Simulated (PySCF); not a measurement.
H3SbTe2, SMILES [TeH][SbH][TeH]. Heavy atoms are numbered as in [SbH:1]([TeH:3])[TeH:5]. Hydrogens are named by the atom that carries them.

Coordinates come from a PBE0-D3(BJ)/def2-SVP optimisation. The structure was generated by enumeration; whether it is a known compound was not checked. The def2 effective core potentials stand for the cores of Sb, Te; spin–orbit coupling is left out.

Computed with PBE/def2-TZVP (PySCF).

Atomic charges (e), one atom of each kind:

```
atom       Mulliken  Löwdin
---------  --------  ------
Sb1 (SbH)       ___    0.00
H on Sb1        ___   -0.02
Te3 (TeH)       ___    0.01
H on Te3        ___    0.00
```

**Question.** Complete the blanks. (The exact figures need the calculation; the answer reports its results.)

**Answer.** 
- Sb1 (SbH), Mulliken: 0.18
- H on Sb1, Mulliken: 0.00
- Te3 (TeH), Mulliken: -0.15
- H on Te3, Mulliken: 0.06
